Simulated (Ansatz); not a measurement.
Relaxation of CH$_{8}$N$_{2}$Si$_{2}$ (13 atoms, charge 0, multiplicity 1), to a largest force component of 0.015 eV/Å in at most 40 steps.

Method: RKS PBE/STO-3G in Ansatz.

```xyz
13
Properties=species:S:1:pos:R:3:forces:R:3
N -0.314 1.248 1.126 0.16 5.43 -1.34
C -0.150 0.151 0.530 0.85 -4.24 -1.24
Si -0.260 -1.518 1.337 0.25 -3.18 -1.40
Si 0.369 0.083 -1.298 -2.75 -1.91 -0.27
N 0.347 1.642 -1.974 0.35 0.70 -2.28
H -0.593 1.192 2.110 -0.67 -0.75 2.56
H -1.293 -2.395 0.610 1.07 0.97 0.81
H -0.627 -1.446 2.712 -0.14 0.12 0.85
H 1.080 -2.251 1.179 -1.38 0.82 0.28
H 1.638 -0.517 -1.481 0.99 -0.52 0.01
H -0.731 -0.678 -2.045 1.22 0.48 0.86
H -0.537 2.087 -1.735 -2.06 0.55 0.03
H 0.946 2.211 -1.398 2.11 1.55 1.12
```

Question: Where does it end, and by what steps?

Answer: The forces met the threshold. Limits of this set-up: minimal basis. After 9 steps the energy has fallen by 0.976 eV; H9 moved furthest, 0.18 Å.

```
step  energy less start (eV)  largest force component (eV/Å)  accepted
   0                  0.0000                           5.435       yes
   1                 -0.8807                           1.496       yes
   2                 -0.9128                           0.776       yes
   3                 -0.8797                           1.657        no
   4                 -0.9607                           0.383       yes
   5                 -0.9704                           0.202       yes
   6                 -0.9722                           0.131       yes
   7                 -0.9745                           0.089       yes
   8                 -0.9756                           0.016       yes
   9                 -0.9758                           0.010       yes
```

```xyz
13
Properties=species:S:1:pos:R:3
N -0.339 1.240 1.060
C -0.138 0.044 0.503
Si -0.260 -1.633 1.393
Si 0.310 0.118 -1.353
N 0.375 1.774 -2.059
H -0.585 1.070 2.112
H -1.279 -2.465 0.767
H -0.613 -1.403 2.788
H 1.014 -2.336 1.325
H 1.618 -0.501 -1.530
H -0.686 -0.649 -2.092
H -0.564 2.221 -1.822
H 1.024 2.330 -1.419
```

Run time: 21 s on 1 thread of Intel(R) Xeon(R) Platinum 8559C (Emerald Rapids), on a shared host, peak memory 0.15 GiB.
